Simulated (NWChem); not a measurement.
# C4H5N; SMILES C/C=C/C#N

Give the equilibrium geometry at PBE0/def2-SVP (NWChem) as an XYZ file, with the point group.

point group Cs; any orientation.
```
10

C      0.0127    -2.3152     0.0000
C      0.3855    -0.8767     0.0000
C     -0.4920     0.1400     0.0000
C     -0.0934     1.5099     0.0000
N      0.2125     2.6292     0.0000
H     -1.0767    -2.4605     0.0000
H      0.4340    -2.8254     0.8822
H      0.4340    -2.8254    -0.8822
H      1.4555    -0.6378     0.0000
H     -1.5714    -0.0483     0.0000
```
